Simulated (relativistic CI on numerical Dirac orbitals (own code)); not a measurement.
# Electric-dipole transitions in Lu⁴⁸⁺

Method of calculation: Dirac-Coulomb-Breit CI, orbitals from a KLI potential per configuration, QED by a radiative potential, unscaled Slater integrals (own radial code, finite nucleus).

Configurations in the expansion (outside the closed core [Ne]): 3s²3p⁶3d⁵, 3s²3p⁵3d⁶, 3s²3p⁴3d⁷, 3s3p⁶3d⁶, 3p⁶3d⁷, 3s3p⁵3d⁷, 3s²3p⁶3d⁴4s, 3s²3p⁶3d⁴4p, 3s²3p⁴3d⁶4s, 3s²3p⁵3d⁵4s, 3s²3p⁶3d⁴4f, 3p⁶3d⁶4s, 3s²3p⁶3d³4s², 3s²3p⁶3d⁴5s, 3p⁶3d⁵4s². Levels of other configurations are missing.

```
λ vac (Å)                  Lower                    Upper   A (s⁻¹)  E lower (10³ cm⁻¹)  E upper (10³ cm⁻¹)
   20.426  3s²3p⁶3d⁵ ²I13/2 [15]  3s²3p⁵3d⁶ ²H°11/2 [179]  4.66e+12               946.6              5842.3
   20.653   3s²3p⁶3d⁵ ²H11/2 [5]   3s²3p⁵3d⁶ ⁴F°9/2 [157]  3.84e+12               479.9              5321.9
   20.829    3s²3p⁶3d⁵ ²G9/2 [6]   3s²3p⁵3d⁶ ⁴F°9/2 [157]  1.44e+12               521.0              5321.9
   20.912    3s²3p⁶3d⁵ ²F7/2 [9]   3s²3p⁵3d⁶ ²D°5/2 [158]  3.36e+12               584.5              5366.5
   20.968    3s²3p⁶3d⁵ ⁴G7/2 [3]   3s²3p⁵3d⁶ ⁴D°7/2 [155]  1.45e+12               467.2              5236.4
   21.207    3s²3p⁶3d⁵ ²G9/2 [6]   3s²3p⁵3d⁶ ⁴D°7/2 [155]  1.65e+12               521.0              5236.4
   21.438  3s²3p⁶3d⁵ ²I13/2 [15]  3s²3p⁵3d⁶ ²I°13/2 [166]  1.83e+12               946.6              5611.2
   30.462    3s²3p⁶3d⁵ ⁴G7/2 [3]    3s²3p⁵3d⁶ ²D°5/2 [85]  1.12e+12               467.2              3750.0
   30.757   3s²3p⁶3d⁵ ²H11/2 [5]    3s²3p⁵3d⁶ ²G°9/2 [83]  9.22e+11               479.9              3731.2
   30.809  3s²3p⁶3d⁵ ²I11/2 [13]   3s²3p⁵3d⁶ ²H°9/2 [123]  8.64e+11               905.4              4151.2
   30.819    3s²3p⁶3d⁵ ²G9/2 [6]    3s²3p⁵3d⁶ ⁴F°7/2 [86]  1.49e+12               521.0              3765.7
   31.032  3s²3p⁶3d⁵ ²I13/2 [15]  3s²3p⁵3d⁶ ²H°11/2 [126]  1.34e+12               946.6              4169.1
   31.128    3s²3p⁶3d⁵ ⁴P5/2 [1]    3s²3p⁵3d⁶ ²P°3/2 [47]  1.42e+12                 0.0              3212.5
   31.150    3s²3p⁶3d⁵ ²G9/2 [6]    3s²3p⁵3d⁶ ²G°9/2 [83]  5.80e+11               521.0              3731.2
   31.235    3s²3p⁶3d⁵ ⁴P5/2 [1]    3s²3p⁵3d⁶ ²D°5/2 [45]  1.48e+12                 0.0              3201.5
   31.609   3s²3p⁶3d⁵ ²H11/2 [5]   3s²3p⁵3d⁶ ²H°11/2 [77]  1.28e+12               479.9              3643.5
   31.690    3s²3p⁶3d⁵ ⁴G7/2 [3]    3s²3p⁵3d⁶ ⁴F°7/2 [76]  6.01e+11               467.2              3622.8
   32.646    3s²3p⁶3d⁵ ⁴P5/2 [1]    3s²3p⁵3d⁶ ⁴D°7/2 [43]  5.39e+11                 0.0              3063.1
   32.733  3s²3p⁶3d⁵ ²I11/2 [13]  3s²3p⁵3d⁶ ⁴G°11/2 [107]  6.59e+11               905.4              3960.5
   32.977  3s²3p⁶3d⁵ ²I13/2 [15]  3s²3p⁵3d⁶ ²I°13/2 [109]  6.69e+11               946.6              3979.0
```

Terms are leading LS components. Brackets give the number of a level in order of energy, since labels repeat. The list gives strong lines, with weight on those to low levels, without lines whose two gauges differ by over a factor of 2.5, among the lowest 200 of 2819 levels, so that lines to higher ones, which can be the strongest, are missing. Levels whose partners in the same complex of configurations lie outside the list can be far off, and so can their lines. Rates are taken at the computed energies, electric ones in the length gauge.

At this charge energies of transitions that change n are usually good to better than 1 %, and those within a shell (Δn = 0) to a few per cent.

LS names give the leading component of a level, which can be under half, so a name can repeat, a term be missing and a line seem to break the LS rules.
